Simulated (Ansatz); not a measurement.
Relaxation of FGaH4 (6 atoms, charge 0, multiplicity 1), to a largest force component of 0.03 eV/Å in at most 50 steps.

Method: Ansatz, RKS r2SCAN-D4/def2-SVP.

```xyz
6
Properties=species:S:1:pos:R:3:forces:R:3
Ga -0.581 -0.618 0.349 0.00 0.32 -0.11
H 1.585 0.870 -0.690 2.19 -0.88 -0.28
H -0.730 -1.604 -0.839 -0.03 -0.01 -0.01
H -0.028 -0.783 1.788 -0.02 0.00 0.03
H 0.929 1.114 -0.600 -2.07 0.86 0.26
F -1.174 1.020 -0.008 -0.08 -0.29 0.12
```

Question: Where does it end, and by what steps?

Answer: The run converged. After 8 steps the energy has fallen by 0.108 eV; H2 moved furthest, 0.35 Å.

| step | energy less start (eV) | largest force component (eV/Å) | accepted |
| --- | --- | --- | --- |
| 0 | 0.0000 | 2.194 | yes |
| 1 | -0.0707 | 0.536 | yes |
| 2 | -0.0897 | 0.343 | yes |
| 3 | -0.0958 | 0.422 | yes |
| 4 | -0.1006 | 0.348 | yes |
| 5 | -0.1071 | 0.122 | yes |
| 6 | -0.1082 | 0.033 | yes |
| 7 | -0.1082 | 0.034 | yes |
| 8 | -0.1083 | 0.001 | yes |

```xyz
6
Properties=species:S:1:pos:R:3
Ga -0.527 -0.504 0.298
H 1.505 0.554 -0.573
H -0.599 -1.476 -0.912
H 0.100 -0.654 1.712
H 0.964 1.091 -0.599
F -1.442 0.988 0.074
```

Time of the run: 6.6 s on 2 threads of Intel(R) Xeon(R) 6975P-C (Granite Rapids) (shared host), peak memory 0.14 GiB.
